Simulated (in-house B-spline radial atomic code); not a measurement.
The numbers below are computed, except where a source is named.
# Cl ion on Sb atom: potential, deflection and energy transfer

The pair potential comes from two frozen, spherical free-atom densities (PBE, B-spline radial code, scalar-relativistic past argon): electrostatics plus the change in Thomas-Fermi kinetic and Dirac exchange energy where they overlap, the recipe behind the universal ZBL potential, which averages such potentials (from solid-state densities) over many pairs. It is written V = (Z1 Z2 e²/r) φ(r/a), with e² = 14.3996 eV·Å and a = 0.46850 Å/(Z1^0.23 + Z2^0.23); ZBL's fit is φ = 0.18175 e^(−3.1998x) + 0.50986 e^(−0.94229x) + 0.28022 e^(−0.4029x) + 0.02817 e^(−0.20162x). Where φ falls below 4e-4 it is continued as an exponential.

Masses 35.45 and 121.76 u.

```csv
x = r/a,"φ, this pair","φ, ZBL"
0.1,0.8877,0.8928
0.25,0.765,0.7647
0.5,0.6141,0.6096
1,0.4221,0.4164
1.5,0.3047,0.2995
2,0.2273,0.2218
3,0.1355,0.1292
4,0.08529,0.08026
5,0.05649,0.05224
6.5,0.03168,0.02914
8,0.01846,0.01705
10,0.009806,0.008778
12,0.005437,0.00474
14.5,0.002607,0.002328
17,0.001274,0.001212
20,0.000567,0.0005882
```

**Question.** At x = 5 the electrostatic, kinetic and exchange parts are 167.27, 1261.84 and -107.72 eV. Find r, V and φ.

**Answer.** a = 0.46850/(1.9187 + 2.4703) = 0.10675 Å, so r = 0.53373 Å. V = 167.27 + 1261.84 + (-107.72) = 1321.39 eV. The bare repulsion is 17 × 51 × 14.3996/0.53373 = 23391 eV, so φ = 0.0565, +8.1 % against ZBL's 0.0522. The kinetic (Pauli) term is 95 % of V here.

**Question.** The ion comes in at 15.1 keV with impact parameter 0.2135 Å. The scattering integral gives a centre-of-mass angle of 58.38° and a closest approach of 2.856 a. What are the reduced energy, the energy passed on and the laboratory angles?

**Answer.** ε = E a M2/(Z1 Z2 e² (M1 + M2)) = 15100 × 6.6222e-06 = 0.1. The most that one collision can pass on is γE with γ = 4 M1 M2/(M1 + M2)² = 0.6986. Here T = γE sin²(θ/2) = 0.6986 × 15100 × 0.2379 = 2510 eV. The ion turns by arctan(sin θ/(cos θ + M1/M2)) = 46.2°, and the struck atom leaves at (180° − θ)/2 = 60.8°. The closest approach is 0.305 Å. With ZBL the angle would be 57.39° and T = 2432 eV.
